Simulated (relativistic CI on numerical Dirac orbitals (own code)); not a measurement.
Hg4+ (5d8) in a crystal field

Calculated by Dirac-Coulomb-Breit CI, KLI orbitals optimised for each configuration, a model potential for QED, valence Slater integrals scaled by 0.85, one configuration in a parametric crystal field (own radial code).

Field parameters in Wybourne normalisation: Oh B⁴₀ = 21Dq, B⁴₄ = √(5/14) B⁴₀. The field is a parameter set, without covalency.

S is read from ⟨S²⟩ = S(S + 1).

Site symmetry Oh; labels are those of the double group. Computed levels in cm⁻¹ above the lowest, in rising order:

```
Δ (size of 10Dq)  Lowest    No. 2     No. 3    No. 4     No. 5     No. 6     No. 7     No. 8
            8500      T2   5568 E   7374 T1  9618 A1   11362 E  13980 T2  18540 A2  21236 T1
           15300      T2   9261 E  13800 T1  15079 E  16413 A1  19036 T2  23569 A2  28087 T1
           22100      T2  11103 E  20371 T1  20566 E  20737 A1  24802 T2  29292 A2  34876 T2
           28900      T2  12016 E  22996 A1  26802 E  27004 T1  30958 T2  35383 A2  40999 T2
           35700      T2  12538 E  24212 A1  33296 E  33672 T1  37328 T2  41683 A2  47268 T2
           42500      T2  12864 E  24943 A1  39903 E  40366 T1  43826 T2  48114 A2  53657 T2
```

Ground-state S against |10Dq| in cm⁻¹: 8500: 0.98, 15300: 0.98, 22100: 0.99, 28900: 0.99, 35700: 0.99, 42500: 0.99.

No abrupt spin change occurs in this range.
